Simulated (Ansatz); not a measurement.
**Nudged elastic band run: AlF₂H₃O**

Input file:

```yaml
crystal:
  periodic: [false, false, false]
  atoms:
    - { symbol: Al, position_ang: [-0.071104, -0.042976, 0.279658] }
    - { symbol: O, position_ang: [-0.095818, -0.511305, 1.891605] }
    - { symbol: H, position_ang: [-0.845393, -0.7951, 2.417231] }
    - { symbol: F, position_ang: [1.361516, 0.047046, -0.531883] }
    - { symbol: F, position_ang: [-1.456545, 0.085838, -0.608635] }
    - { symbol: H, position_ang: [0.343714, 2.099182, 0.451524] }
    - { symbol: H, position_ang: [0.002131, 1.964617, 1.126402] }
basis:
  gaussian: { orbitals: def2-SVP }
hamiltonian:
  xc: cam_b3lyp
  dispersion: d4
neb:
  order_check: false
  images: 9
  f_tol: 0.03
  max_iterations: 60
  max_displacement: 0.02
  optimiser: fire
  final_atoms:
    - { symbol: Al, position_ang: [0.07797137, 0.54393454, -0.10459112] }
    - { symbol: O, position_ang: [-0.0569586, 0.16733796, 1.82176033] }
    - { symbol: H, position_ang: [-0.90107279, -0.30764568, 1.91392191] }
    - { symbol: F, position_ang: [1.42151154, -0.31110667, -0.58358968] }
    - { symbol: F, position_ang: [-1.38765136, -0.24829064, -0.32402414] }
    - { symbol: H, position_ang: [0.11707917, 2.11455797, -0.16484801] }
    - { symbol: H, position_ang: [-0.03237833, 0.88851451, 2.46727271] }
  initial_path:
    images:
      - { positions_ang: [[-0.071104, -0.042976, 0.279658], [-0.095818, -0.511305, 1.891605], [-0.845393, -0.7951, 2.417231], [1.361516, 0.047046, -0.531883], [-1.456545, 0.085838, -0.608635], [0.343714, 2.099182, 0.451524], [0.002131, 1.964617, 1.126402]] }
      - { positions_ang: [[-0.05652142, -0.02867486, 0.22069457], [-0.07583559, -0.41967099, 1.9359387], [-0.85696233, -0.70669034, 2.42180251], [1.38208721, 0.05169041, -0.59765645], [-1.45774947, 0.07898766, -0.65857291], [0.28990073, 2.03301424, 0.48890889], [0.01358186, 1.83864588, 1.21478669]] }
      - { positions_ang: [[-0.04193883, -0.01437372, 0.16173113], [-0.05585317, -0.32803698, 1.9802724], [-0.86853166, -0.61828069, 2.42637402], [1.40265842, 0.05633482, -0.66342989], [-1.45895393, 0.07213733, -0.70851082], [0.23608746, 1.96684648, 0.52629378], [0.02503272, 1.71267476, 1.30317138]] }
      - { positions_ang: [[-0.02735625, -7.258e-05, 0.1027677], [-0.03587076, -0.23640297, 2.02460611], [-0.88010099, -0.52987103, 2.43094553], [1.42322963, 0.06097922, -0.72920334], [-1.4601584, 0.06528699, -0.75844873], [0.18227418, 1.90067872, 0.56367867], [0.03648358, 1.58670364, 1.39155606]] }
      - { positions_ang: [[-0.01277367, 0.01422856, 0.04380427], [-0.01588834, -0.14476896, 2.06893981], [-0.89167032, -0.44146138, 2.43551704], [1.44380084, 0.06562363, -0.79497678], [-1.46136286, 0.05843666, -0.80838664], [0.12846091, 1.83451096, 0.60106356], [0.04793443, 1.46073253, 1.47994075]] }
      - { positions_ang: [[0.00180891, 0.0285297, -0.01515917], [0.00409407, -0.05313495, 2.11327351], [-0.90323965, -0.35305172, 2.44008855], [1.46437205, 0.07026804, -0.86075023], [-1.46256733, 0.05158632, -0.85832455], [0.07464764, 1.7683432, 0.63844845], [0.05938529, 1.33476141, 1.56832544]] }
      - { positions_ang: [[0.01704141, 0.13161067, -0.03304556], [-0.00811646, -0.00904037, 2.05497088], [-0.90280627, -0.34397051, 2.33485522], [1.45579995, -0.0060069, -0.80531812], [-1.44758413, -0.00838907, -0.75146447], [0.08313395, 1.83758616, 0.47778916], [0.04103257, 1.24551203, 1.74811489]] }
      - { positions_ang: [[0.0322739, 0.23469164, -0.05093195], [-0.020327, 0.03505422, 1.99666824], [-0.9023729, -0.33488931, 2.22962189], [1.44722785, -0.08228184, -0.74988601], [-1.43260094, -0.06836446, -0.64460439], [0.09162025, 1.90682911, 0.31712987], [0.02267985, 1.15626265, 1.92790435]] }
      - { positions_ang: [[0.04750639, 0.33777261, -0.06881834], [-0.03253753, 0.0791488, 1.93836561], [-0.90193953, -0.3258081, 2.12438856], [1.43865574, -0.15855679, -0.6944539], [-1.41761775, -0.12833985, -0.5377443], [0.10010656, 1.97607206, 0.15647057], [0.00432712, 1.06701327, 2.1076938]] }
      - { positions_ang: [[0.06273888, 0.44085357, -0.08670473], [-0.04474807, 0.12324338, 1.88006297], [-0.90150616, -0.31672689, 2.01915524], [1.43008364, -0.23483173, -0.63902179], [-1.40263455, -0.18831525, -0.43088422], [0.10859286, 2.04531502, -0.00418872], [-0.0140256, 0.97776389, 2.28748325]] }
      - { positions_ang: [[0.07797137, 0.54393454, -0.10459112], [-0.0569586, 0.16733796, 1.82176033], [-0.90107279, -0.30764568, 1.91392191], [1.42151154, -0.31110667, -0.58358968], [-1.38765136, -0.24829064, -0.32402414], [0.11707917, 2.11455797, -0.16484801], [-0.03237833, 0.88851451, 2.46727271]] }
```

Run as:

```bash
$ ansatz run input.yaml --threads 2 --pin off --max-ram 3072MiB --backend cpu --events-out ev --progress --plain --runs-dir out
```

Output, in part (warnings, iteration lines, the closing report on the highest movable image, with atoms numbered from 0):

```
NEB end point (image 0): max|allowed force component| = 6.598e-3 eV/Å (the criterion of neb.relax_end_points is 1.000e-2)
NEB end point (image 10): max|allowed force component| = 4.546e-3 eV/Å (the criterion of neb.relax_end_points is 1.000e-2)
NEB iter   1: max|band force component| = 2.862e0 eV/Å  barrier→ = 1.9984 eV  barrier← = 2.1142 eV  Δτ_max = 0.0200 Å  (272 SCF iters)
NEB iter   2: max|band force component| = 2.912e0 eV/Å  barrier→ = 1.8270 eV  barrier← = 1.9428 eV  Δτ_max = 0.0200 Å  (257 SCF iters)
NEB iter   3: max|band force component| = 2.882e0 eV/Å  barrier→ = 1.6726 eV  barrier← = 1.7884 eV  Δτ_max = 0.0200 Å  (257 SCF iters)
NEB iter   4: max|band force component| = 2.763e0 eV/Å  barrier→ = 1.5338 eV  barrier← = 1.6496 eV  Δτ_max = 0.0200 Å  (258 SCF iters)
NEB iter   5: max|band force component| = 2.586e0 eV/Å  barrier→ = 1.4081 eV  barrier← = 1.5239 eV  Δτ_max = 0.0200 Å  (253 SCF iters)
NEB iter   6: max|band force component| = 2.370e0 eV/Å  barrier→ = 1.2941 eV  barrier← = 1.4099 eV  Δτ_max = 0.0200 Å  (247 SCF iters)
NEB iter   7: max|band force component| = 2.123e0 eV/Å  barrier→ = 1.1914 eV  barrier← = 1.3073 eV  Δτ_max = 0.0200 Å  (248 SCF iters)
NEB iter   8: max|band force component| = 1.847e0 eV/Å  barrier→ = 1.1004 eV  barrier← = 1.2163 eV  Δτ_max = 0.0200 Å  (245 SCF iters)
NEB iter   9: max|band force component| = 1.550e0 eV/Å  barrier→ = 1.0216 eV  barrier← = 1.1374 eV  Δτ_max = 0.0200 Å  (246 SCF iters)
NEB iter  10: max|band force component| = 1.239e0 eV/Å  barrier→ = 0.9555 eV  barrier← = 1.0714 eV  Δτ_max = 0.0182 Å  (245 SCF iters)
NEB iter  11: max|band force component| = 9.581e-1 eV/Å  barrier→ = 0.9068 eV  barrier← = 1.0226 eV  Δτ_max = 0.0200 Å  (247 SCF iters)
NEB iter  12: max|band force component| = 6.374e-1 eV/Å  barrier→ = 0.8657 eV  barrier← = 0.9815 eV  Δτ_max = 0.0093 Å  (247 SCF iters)
NEB iter  13: max|band force component| = 5.474e-1 eV/Å  barrier→ = 0.8495 eV  barrier← = 0.9653 eV  Δτ_max = 0.0172 Å  (231 SCF iters)
NEB iter  14: max|band force component| = 6.526e-1 eV/Å  barrier→ = 0.8270 eV  barrier← = 0.9428 eV  CI = image 5  Δτ_max = 0.0200 Å  (242 SCF iters)
NEB iter  15: max|band force component| = 4.982e-1 eV/Å  barrier→ = 0.8223 eV  barrier← = 0.9382 eV  CI = image 5  Δτ_max = 0.0090 Å  (238 SCF iters)
NEB iter  16: max|band force component| = 4.399e-1 eV/Å  barrier→ = 0.8266 eV  barrier← = 0.9424 eV  CI = image 5  Δτ_max = 0.0168 Å  (205 SCF iters)
NEB iter  17: max|band force component| = 3.197e-1 eV/Å  barrier→ = 0.8320 eV  barrier← = 0.9478 eV  CI = image 5  Δτ_max = 0.0200 Å  (233 SCF iters)
NEB iter  18: max|band force component| = 2.526e-1 eV/Å  barrier→ = 0.8336 eV  barrier← = 0.9494 eV  CI = image 5  Δτ_max = 0.0044 Å  (238 SCF iters)
NEB iter  19: max|band force component| = 2.383e-1 eV/Å  barrier→ = 0.8325 eV  barrier← = 0.9483 eV  CI = image 5  Δτ_max = 0.0085 Å  (193 SCF iters)
NEB iter  20: max|band force component| = 2.088e-1 eV/Å  barrier→ = 0.8303 eV  barrier← = 0.9461 eV  CI = image 5  Δτ_max = 0.0120 Å  (226 SCF iters)
NEB iter  21: max|band force component| = 1.603e-1 eV/Å  barrier→ = 0.8273 eV  barrier← = 0.9432 eV  CI = image 5  Δτ_max = 0.0145 Å  (237 SCF iters)
NEB iter  22: max|band force component| = 1.307e-1 eV/Å  barrier→ = 0.8238 eV  barrier← = 0.9397 eV  CI = image 5  Δτ_max = 0.0154 Å  (247 SCF iters)
NEB iter  23: max|band force component| = 1.355e-1 eV/Å  barrier→ = 0.8205 eV  barrier← = 0.9364 eV  CI = image 5  Δτ_max = 0.0167 Å  (243 SCF iters)
NEB iter  24: max|band force component| = 1.343e-1 eV/Å  barrier→ = 0.8183 eV  barrier← = 0.9341 eV  CI = image 5  Δτ_max = 0.0020 Å  (250 SCF iters)
NEB iter  25: max|band force component| = 1.231e-1 eV/Å  barrier→ = 0.8183 eV  barrier← = 0.9341 eV  CI = image 5  Δτ_max = 0.0039 Å  (176 SCF iters)
NEB iter  26: max|band force component| = 1.029e-1 eV/Å  barrier→ = 0.8182 eV  barrier← = 0.9341 eV  CI = image 5  Δτ_max = 0.0053 Å  (190 SCF iters)
NEB iter  27: max|band force component| = 9.494e-2 eV/Å  barrier→ = 0.8179 eV  barrier← = 0.9337 eV  CI = image 5  Δτ_max = 0.0065 Å  (194 SCF iters)
NEB iter  28: max|band force component| = 8.051e-2 eV/Å  barrier→ = 0.8172 eV  barrier← = 0.9331 eV  CI = image 5  Δτ_max = 0.0079 Å  (204 SCF iters)
NEB iter  29: max|band force component| = 6.496e-2 eV/Å  barrier→ = 0.8163 eV  barrier← = 0.9322 eV  CI = image 5  Δτ_max = 0.0091 Å  (205 SCF iters)
NEB iter  30: max|band force component| = 5.783e-2 eV/Å  barrier→ = 0.8156 eV  barrier← = 0.9314 eV  CI = image 5  Δτ_max = 0.0110 Å  (210 SCF iters)
NEB iter  31: max|band force component| = 7.392e-2 eV/Å  barrier→ = 0.8150 eV  barrier← = 0.9309 eV  CI = image 5  Δτ_max = 0.0127 Å  (230 SCF iters)
NEB iter  32: max|band force component| = 8.293e-2 eV/Å  barrier→ = 0.8147 eV  barrier← = 0.9305 eV  CI = image 5  Δτ_max = 0.0142 Å  (248 SCF iters)
NEB iter  33: max|band force component| = 7.612e-2 eV/Å  barrier→ = 0.8142 eV  barrier← = 0.9301 eV  CI = image 5  Δτ_max = 0.0151 Å  (258 SCF iters)
NEB iter  34: max|band force component| = 1.051e-1 eV/Å  barrier→ = 0.8136 eV  barrier← = 0.9294 eV  CI = image 5  Δτ_max = 0.0042 Å  (259 SCF iters)
NEB iter  35: max|band force component| = 2.558e-1 eV/Å  barrier→ = 0.8139 eV  barrier← = 0.9297 eV  CI = image 5  Δτ_max = 0.0028 Å  (202 SCF iters)
NEB iter  36: max|band force component| = 5.559e-2 eV/Å  barrier→ = 0.8136 eV  barrier← = 0.9294 eV  CI = image 5  Δτ_max = 0.0028 Å  (187 SCF iters)
NEB iter  37: max|band force component| = 2.156e-1 eV/Å  barrier→ = 0.8138 eV  barrier← = 0.9296 eV  CI = image 5  Δτ_max = 0.0006 Å  (190 SCF iters)
NEB iter  38: max|band force component| = 1.688e-1 eV/Å  barrier→ = 0.8137 eV  barrier← = 0.9295 eV  CI = image 5  Δτ_max = 0.0010 Å  (161 SCF iters)
NEB iter  39: max|band force component| = 8.612e-2 eV/Å  barrier→ = 0.8136 eV  barrier← = 0.9295 eV  CI = image 5  Δτ_max = 0.0012 Å  (168 SCF iters)
NEB iter  40: max|band force component| = 5.548e-2 eV/Å  barrier→ = 0.8136 eV  barrier← = 0.9294 eV  CI = image 5  Δτ_max = 0.0001 Å  (169 SCF iters)
NEB iter  41: max|band force component| = 4.788e-2 eV/Å  barrier→ = 0.8136 eV  barrier← = 0.9294 eV  CI = image 5  Δτ_max = 0.0003 Å  (152 SCF iters)
NEB iter  42: max|band force component| = 4.964e-2 eV/Å  barrier→ = 0.8136 eV  barrier← = 0.9294 eV  CI = image 5  Δτ_max = 0.0004 Å  (159 SCF iters)
NEB iter  43: max|band force component| = 5.244e-2 eV/Å  barrier→ = 0.8136 eV  barrier← = 0.9294 eV  CI = image 5  Δτ_max = 0.0005 Å  (163 SCF iters)
NEB iter  44: max|band force component| = 5.425e-2 eV/Å  barrier→ = 0.8136 eV  barrier← = 0.9294 eV  CI = image 5  Δτ_max = 0.0006 Å  (163 SCF iters)
NEB iter  45: max|band force component| = 5.408e-2 eV/Å  barrier→ = 0.8136 eV  barrier← = 0.9294 eV  CI = image 5  Δτ_max = 0.0007 Å  (162 SCF iters)
NEB iter  46: max|band force component| = 5.148e-2 eV/Å  barrier→ = 0.8136 eV  barrier← = 0.9294 eV  CI = image 5  Δτ_max = 0.0009 Å  (166 SCF iters)
NEB iter  47: max|band force component| = 4.616e-2 eV/Å  barrier→ = 0.8136 eV  barrier← = 0.9294 eV  CI = image 5  Δτ_max = 0.0012 Å  (167 SCF iters)
NEB iter  48: max|band force component| = 4.245e-2 eV/Å  barrier→ = 0.8135 eV  barrier← = 0.9294 eV  CI = image 5  Δτ_max = 0.0015 Å  (167 SCF iters)
NEB iter  49: max|band force component| = 4.117e-2 eV/Å  barrier→ = 0.8135 eV  barrier← = 0.9294 eV  CI = image 5  Δτ_max = 0.0018 Å  (169 SCF iters)
NEB iter  50: max|band force component| = 3.994e-2 eV/Å  barrier→ = 0.8135 eV  barrier← = 0.9293 eV  CI = image 5  Δτ_max = 0.0021 Å  (170 SCF iters)
NEB iter  51: max|band force component| = 3.870e-2 eV/Å  barrier→ = 0.8135 eV  barrier← = 0.9293 eV  CI = image 5  Δτ_max = 0.0026 Å  (169 SCF iters)
NEB iter  52: max|band force component| = 3.693e-2 eV/Å  barrier→ = 0.8134 eV  barrier← = 0.9293 eV  CI = image 5  Δτ_max = 0.0030 Å  (171 SCF iters)
NEB iter  53: max|band force component| = 3.404e-2 eV/Å  barrier→ = 0.8134 eV  barrier← = 0.9292 eV  CI = image 5  Δτ_max = 0.0034 Å  (173 SCF iters)
NEB iter  54: max|band force component| = 3.048e-2 eV/Å  barrier→ = 0.8133 eV  barrier← = 0.9292 eV  CI = image 5  Δτ_max = 0.0041 Å  (176 SCF iters)
NEB iter  55: max|band force component| = 2.784e-2 eV/Å  barrier→ = 0.8133 eV  barrier← = 0.9291 eV  CI = image 5  Δτ_max = 0.0000 Å  (408 SCF iters)
Total energy: -14120.80159734 eV, -518.9298872792 hartree
Atom 0 at     0.014627     0.273566     0.032546 Å, force    -0.003384    -0.005329     0.002646 eV/Å
Atom 1 at    -0.047359     0.003351     1.820405 Å, force    -0.003318     0.000523     0.001306 eV/Å
Atom 2 at    -0.764963    -0.385688     2.338408 Å, force     0.009941    -0.008807     0.008868 eV/Å
Atom 3 at     1.422291    -0.130380    -0.726304 Å, force    -0.002211    -0.003004     0.004529 eV/Å
Atom 4 at    -1.429564    -0.021586    -0.715816 Å, force     0.001445     0.007866    -0.011104 eV/Å
Atom 5 at     0.080519     1.878913     0.728959 Å, force    -0.002227     0.001751    -0.000671 eV/Å
Atom 6 at    -0.037051     1.229127     1.547704 Å, force    -0.000247     0.006998    -0.005574 eV/Å
Dipole moment:    -0.273532     0.077406     0.655199 e Å
```

It converged. Another band between the same ends (9 images) ends at a top of the same energy, where a vibrational analysis finds 1 clearly imaginary mode. The orbitals stay closed-shell, which can raise the energy where a bond breaks towards radicals; this wasn't checked here.

Final band (atoms are numbered from 1 in the order of the input):

| image | path coordinate (Å) | energy (eV) | H6–H7 (Å) | Al1–H6 (Å) | O2–H7 (Å) |
| --- | --- | --- | --- | --- | --- |
| 0 | 0.00 | 0.00 | 0.77 | 2.19 | 2.59 |
| 1 | 0.29 | 0.01 | 0.77 | 2.21 | 2.41 |
| 2 | 0.58 | 0.05 | 0.77 | 2.19 | 2.19 |
| 3 | 0.87 | 0.19 | 0.79 | 2.05 | 1.86 |
| 4 | 1.15 | 0.52 | 0.85 | 1.89 | 1.56 |
| 5 | 1.44 | 0.81 | 1.05 | 1.75 | 1.26 |
| 6 | 1.77 | 0.45 | 1.43 | 1.65 | 1.03 |
| 7 | 2.09 | 0.13 | 1.83 | 1.60 | 0.98 |
| 8 | 2.42 | -0.02 | 2.23 | 1.58 | 0.97 |
| 9 | 2.74 | -0.09 | 2.58 | 1.58 | 0.97 |
| 10 | 3.07 | -0.12 | 2.91 | 1.57 | 0.97 |

The run took 10 min on 2 threads of Arm Neoverse V1 (shared host), peak memory 0.16 GiB.
